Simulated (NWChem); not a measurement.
System: CH7BSi; SMILES B([SiH3])C

The following NWChem deck was run.

```
start job
memory heap 200 mb stack 900 mb global 1100 mb
geometry units angstroms noautoz
  B     -0.603869    -0.649507     0.020677
  H     -1.818514    -0.783961    -0.016862
  C      0.287959    -1.926218     0.045230
  H     -0.163222    -2.804109     0.550630
  H      1.342762    -1.792901     0.354554
  H      0.317138    -2.204230    -1.041758
  Si     0.104218     1.248613    -0.021352
  H     -0.239430     1.897783     1.302123
  H     -0.557636     2.082236    -1.092241
  H      1.599008     1.359469    -0.199111
end
basis spherical
  B library cc-pvdz
  H library cc-pvdz
  C library cc-pvdz
  Si library cc-pvdz
end
dft
  xc pbe0
  iterations 150
  mulliken
end
task dft energy
```

Geometry: optimised at PBE-D3(BJ)/def2-SVP.

Question: What results follow from this input? (PBE0/cc-pVDZ.) Quantities: basis functions; energy (Ha); highest occupied level (eV); orbital gap (eV); dipole (D).

Answer: 
```json
{
  "number_of_basis_functions": "81",
  "energy (Ha)": "-356.41",
  "highest occupied level (eV)": "-7.87",
  "orbital gap (eV)": "6.14",
  "dipole (D)": "1.32"
}
```
